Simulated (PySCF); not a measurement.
Species: C10H12O.
Atom-mapped SMILES: `[CH3:1][C:2]#[C:3][C:4]1=[C:5]([CH2:6][CH3:7])[CH2:8][CH2:9][C:10]1=[O:11]` (hydrogens: H12, H13, H14 on C1; H15, H16 on C6; H17, H18, H19 on C7; H20, H21 on C8; H22, H23 on C9)

Structure used (GFN2-xTB), in Å, numbered top down from 1:
```xyz
23
C10H12O angstrom
C      4.0964   -0.3580   -0.3908
C      2.6633   -0.5040   -0.2938
C      1.4678   -0.6148   -0.2121
C      0.0771   -0.7985   -0.1026
C     -0.8835    0.1292   -0.2950
C     -0.6648    1.5597   -0.6508
C     -0.9342    2.4819    0.5425
C     -2.2566   -0.4345   -0.0914
C     -2.0272   -1.9073    0.2481
C     -0.5178   -2.1033    0.2474
O      0.0557   -3.1366    0.4895
H      4.3603    0.6832   -0.5783
H      4.4774   -0.9733   -1.2061
H      4.5634   -0.6815    0.5396
H     -1.3299    1.8382   -1.4730
H      0.3680    1.6898   -0.9803
H     -0.3080    2.1984    1.3853
H     -0.7108    3.5122    0.2769
H     -1.9762    2.4251    0.8485
H     -2.7718    0.0928    0.7148
H     -2.8579   -0.3067   -0.9950
H     -2.4710   -2.5803   -0.4858
H     -2.4247   -2.1848    1.2246
```

Mayer bond orders were computed from the PBE0/pcSseg-1 density (PySCF). Isolated species at its GFN2-xTB geometry (one conformer only).

Question: The orders 0.96, 1.04, 1.25, 1.61, 2.05, 2.25 belong to the bonds C1–C2, C2–C3, C4–C5, C5–C8, C10–C4, C10–O11, in another order. Match them.

Answer: C10–C4 0.96; C5–C8 1.04; C1–C2 1.25; C4–C5 1.61; C10–O11 2.05; C2–C3 2.25.

Question: Set the orders of all bonds between heavy atoms beside their lengths and the difference of the Mulliken charges at their ends.

Answer: 
| bond | Mayer order | length (Å) | q(first) − q(second) (e) |
| --- | --- | --- | --- |
| C2–C3 | 2.246 | 1.203 | -0.630 |
| C10–O11 | 2.046 | 1.206 | +0.611 |
| C4–C5 | 1.612 | 1.349 | -0.009 |
| C1–C2 | 1.253 | 1.444 | +0.126 |
| C5–C6 | 1.092 | 1.490 | -0.191 |
| C3–C4 | 1.049 | 1.407 | +0.628 |
| C5–C8 | 1.042 | 1.498 | -0.202 |
| C6–C7 | 1.037 | 1.532 | +0.160 |
| C9–C10 | 1.035 | 1.522 | -0.483 |
| C8–C9 | 1.024 | 1.529 | +0.113 |
| C10–C4 | 0.958 | 1.476 | +0.580 |

Mayer orders depend on the basis set.
